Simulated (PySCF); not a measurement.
C₃H₇O, charge -1, singlet, at a GFN2-xTB geometry (in this run its highest filled SCF level lies above zero, so its values depend strongly on the basis, on diffuse functions most of all). Base run: DF-M06L/pcseg-1 (PySCF).

Here is a job for PySCF.
```python
from pyscf import gto, scf, dft

mol = gto.M(
    atom='''
O     0.27524919   -0.58420743   -0.62303532
C     0.09401883    0.90333784   -0.29403238
C     1.02460482   -1.20359562    0.34229042
C    -1.27934567    1.02284955    0.39588235
H    -0.06509560    1.31189351   -1.33559503
H     1.24877528   -2.23160334    0.01033964
H     1.98223373   -0.68204747    0.53292018
H     0.50182452   -1.27623020    1.31766778
H    -2.14125770    0.55895431   -0.13156786
H    -1.24810032    0.57100939    1.39663175
H    -1.51604143    2.08613261    0.52904382
''',
    basis='pcseg-1',
    charge=-1,
    verbose=4,
)

mf = dft.RKS(mol)
mf.xc = 'm06l'
mf = mf.density_fit(auxbasis='def2-universal-jkfit')
mf.kernel()
```

The base run was repeated with changes; each row names its change, and settings that it needs were set with it.

```json
[
 {"change": "base", "ΔE vs base (µEh)": "0.0", "grid points": "125096", "electrons on the grid": "34.00001"},
 {"change": "grids.level = 4", "ΔE vs base (µEh)": "-39.2", "grid points": "224040", "electrons on the grid": "34.00000"},
 {"change": "grids.atom_grid = (75, 302)", "ΔE vs base (µEh)": "0.9", "grid points": "160304", "electrons on the grid": "34.00001"},
 {"change": "grids.level = 7", "ΔE vs base (µEh)": "-35.0", "grid points": "697392", "electrons on the grid": "34.00000"},
 {"change": "grids.prune = dft.gen_grid.treutler_prune", "ΔE vs base (µEh)": "15.6", "grid points": "107272", "electrons on the grid": "34.00001"},
 {"change": "grids.atom_grid = (30, 110)", "ΔE vs base (µEh)": "-2672", "grid points": "27096", "electrons on the grid": "33.99998"},
 {"change": "grids.level = 0", "ΔE vs base (µEh)": "-5640", "grid points": "8688", "electrons on the grid": "33.98297"},
 {"change": "grids.radi_method = mura_knowles", "ΔE vs base (µEh)": "-3.7", "grid points": "119696", "electrons on the grid": "34.00001"},
 {"change": "grids.level = 5", "ΔE vs base (µEh)": "-35.1", "grid points": "336696", "electrons on the grid": "34.00000"},
 {"change": "grids.becke_scheme = stratmann", "ΔE vs base (µEh)": "-3.9", "grid points": "125096", "electrons on the grid": "34.00001"},
 {"change": "small_rho_cutoff = 0", "ΔE vs base (µEh)": "0.0", "grid points": "125096", "electrons on the grid": "34.00001"}
]
```
